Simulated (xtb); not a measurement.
C$_{7}$H$_{8}$, triplet, at a GFN2-xTB geometry (a higher spin typed on purpose: for a closed-shell molecule this is an excited state); GFN2-xTB with ALPB(thf) (xtb).

The xtb input:
```
$ xtb mol.xyz --gfn 2 --uhf 2 --alpb thf --json

# file mol.xyz
15

C     -2.41329745    -0.07988166     0.18703580
C     -0.93769548    -0.08973789    -0.01115600
C     -0.16830396    -1.21044599     0.06749546
C      1.24228440    -1.12778057     0.06187205
C      1.88670494     0.14110991     0.07179033
C      1.15883073     1.27901925    -0.02123705
C     -0.24797862     1.15594959    -0.38486223
H     -2.68078738     0.60203239     0.99540568
H     -2.78452533    -1.07405650     0.42325820
H     -2.91196324     0.27871316    -0.71553583
H     -0.63272780    -2.16823916     0.26430746
H      1.82343269    -2.01346111     0.26355494
H      2.95202058     0.18246129     0.25284871
H      1.60722863     2.25620546     0.07300889
H     -0.49594530     1.52694861    -1.38247814
```

Task: Predict the main parts of the log of this xtb run.

Result: 
```
   ID    Z sym.   atoms
    1    6 C      1-7
    2    1 H      8-15

           -------------------------------------------------
          |                Calculation Setup                |
           -------------------------------------------------

           -------------------------------------------------
          |                 G F N 2 - x T B                 |
           -------------------------------------------------

      * Solvation model:               ALPB
        Solvent                        thf
        Parameter file                 internal GFN2-xTB/ALPB
        Dielectric constant                7.6000E+00
        Reference state                gsolv [1 M gas/solution]
        Free energy shift                  5.3248E-03 Eh       3.3414E+00 kcal/mol
        Temperature                        2.9815E+02 K
        Density                            8.8300E-01 kg/L
        Solvent mass                       7.2106E+01 g/mol
        Interaction kernel             P16
        Born radius scaling (c1)           1.7311E+00
        Born radii integrator          GBOBC
        Born offset                        0.0000E+00 a0       0.0000E+00 AA
        H-bond correction              true
        Ion screening                  false
        Surface tension                    1.0000E-05 Eh       1.5569E+01 dyn/cm
        Grid points                               230 per atom

          ...................................................
          :                      SETUP                      :
          :.................................................:
          :  # basis functions                  36          :
          :  # atomic orbitals                  36          :
          :  # shells                           22          :
          :  # electrons                        36          :
          :  max. iterations                   250          :
          :  Hamiltonian                  GFN2-xTB          :
          :  restarted?                      false          :
          :  GBSA solvation                   true          :
          :  PC potential                    false          :
          :  electronic temp.          300.0000000     K    :
          :  accuracy                    1.0000000          :
          :  -> integral cutoff          0.2500000E+02      :
          :  -> integral neglect         0.1000000E-07      :
          :  -> SCF convergence          0.1000000E-05 Eh   :
[...]
         :: total energy             -18.905569702689 Eh    ::
[...]

 Mol. C6AA /au·bohr⁶  :       2444.717188
 Mol. C8AA /au·bohr⁸  :      58717.106041
 Mol. α(0) /au        :         79.170093

Wiberg/Mayer (AO) data.
largest (>0.10) Wiberg bond orders for each atom

 ---------------------------------------------------------------------------
     #   Z sym  total        # sym  WBO       # sym  WBO       # sym  WBO
 ---------------------------------------------------------------------------
     1   6 C    3.995 --     2 C    1.038     9 H    0.983     8 H    0.963
                            10 H    0.956
     2   6 C    3.922 --     3 C    1.574     7 C    1.054     1 C    1.038
                             4 C    0.113
     3   6 C    3.984 --     2 C    1.574     4 C    1.284    11 H    0.959
     4   6 C    3.800 --     3 C    1.284     5 C    1.227    12 H    0.970
                             2 C    0.113
     5   6 C    3.983 --     6 C    1.648     4 C    1.227    13 H    0.963
     6   6 C    3.942 --     5 C    1.648     7 C    1.091    14 H    0.959
     7   6 C    3.312 --     6 C    1.091     2 C    1.054    15 H    0.921
     8   1 H    0.996 --     1 C    0.963
     9   1 H    0.997 --     1 C    0.983
    10   1 H    0.996 --     1 C    0.956
    11   1 H    0.999 --     3 C    0.959
    12   1 H    0.999 --     4 C    0.970
    13   1 H    0.998 --     5 C    0.963
    14   1 H    0.998 --     6 C    0.959
    15   1 H    0.995 --     7 C    0.921
 ---------------------------------------------------------------------------

Topologies differ in total number of bonds
Writing topology from bond orders to xtbtopo.mol

molecular dipole:
                 x           y           z       tot (Debye)
 q only:       -0.404       0.055      -0.005
   full:       -0.340      -0.003      -0.059       0.877
molecular quadrupole (traceless):
                xx          xy          yy          xz          yz          zz
 q only:        2.274       0.291      -0.701       0.075      -0.408      -1.573
  q+dip:        3.158       0.366       0.687       0.847      -1.577      -3.844
   full:        2.458       0.438      -0.393       0.540      -1.153      -2.065

           -------------------------------------------------
          | TOTAL ENERGY              -18.905569702689 Eh   |
          | GRADIENT NORM               0.001731356524 Eh/α |
          | HOMO-LUMO GAP               1.465236514807 eV   |
           -------------------------------------------------

normal termination of xtb
```
